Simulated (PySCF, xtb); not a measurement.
GeOBr₂, SMILES [O]=[Ge]([Br])[Br].

GFN2-xTB (xtb) at its own geometry gives an orbital gap of 3.41 eV and a dipole moment of 0.54 D.

Coordinates come from a B3LYP-D3(BJ)/def2-SVP optimisation.

What does PBE0/def2-TZVP (PySCF) give? (The exact figures need the calculation; the answer reports its results.)

gap 5.42 eV (levels -8.65 and -3.24 eV), dipole 2.98 D.
